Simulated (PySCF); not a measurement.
## Telling isomers of C7H10OSi apart by NMR

Level of theory: shieldings: GIAO PBE0/pcSseg-1, structure optimised with PBE0-D3(BJ)/def2-SVP, in PySCF 2.14.0 with density-fitted response routines (one conformer, rapidly exchanging positions averaged, in vacuum, no relativistic terms).

Scale: TMS for 1H (31.27 ppm) and 13C (184.41 ppm) (reference shieldings calculated alike). Where no couplings were computed, multiplicities follow the n + 1 count of equivalent neighbours, and m marks all less simple cases (inequivalent or close neighbours, rings, F or P nearby). Shifts are as computed. Against solution values, carbons near 30 ppm lie about +2 ppm off and those near 130 ppm about +5 ppm. Of 1211 compounds with measured shifts, 218 miss one by over three times the rms of a fit or turn the order of signals round; such compounds aren't used in these exercises.

(1) Tabulate the signals of `C#C[C@@H]1C[Si@@H]1/C=C/OC`, `C=C1C=C/C1=C(/C)O[SiH3]` and their relative energies.

(2) What is the quickest way to tell C#C[C@@H]1C[Si@@H]1/C=C/OC from C=C1C=C/C1=C(/C)O[SiH3]?

## Answers

(1) 
```json
{"SMILES": "C#C[C@@H]1C[Si@@H]1/C=C/OC", "carbon types": "1×C 4×CH 1×CH2 1×CH3", "δC": "167.9, 90.6, 84.6, 69.5, 53.9, 5.3, -2.1", "δH": "6.76 (d, 1H), 4.04 (m, 1H), 3.55 (s, 3H), 3.54 (m, 1H), 1.75 (d, 1H), 1.42 (m, 1H), 0.78 (m, 1H), 0.66 (m, 1H)", "E rel. (kcal/mol)": "35.2"}
{"SMILES": "C=C1C=C/C1=C(/C)O[SiH3]", "carbon types": "3×C 2×CH 1×CH2 1×CH3", "δC": "156.1, 154.0, 145.0, 139.1, 128.3, 100.3, 17.7", "δH": "7.31 (d, 1H), 6.56 (d, 1H), 5.01 (s, 3H), 4.90 (m, 1H), 4.86 (m, 1H), 2.02 (s, 3H)", "E rel. (kcal/mol)": "0.0"}
```

Energies are electronic energies at PBE0/pcSseg-1 on these geometries, without zero-point or thermal terms, each for the one conformer computed, which needn't be the lowest.

(2) Both give the same number of carbon signals, but DEPT or the intensities differ. The first has a terminal alkyne carbon (CH) at 69.5 ppm, the second a fully substituted alkene carbon (C) at 156.1 ppm. Their most deshielded carbons lie at 167.9 and 156.1 ppm. In the proton spectra the most deshielded non-exchanging signals are 6.76 (d, 1H) and 7.31 (d, 1H).
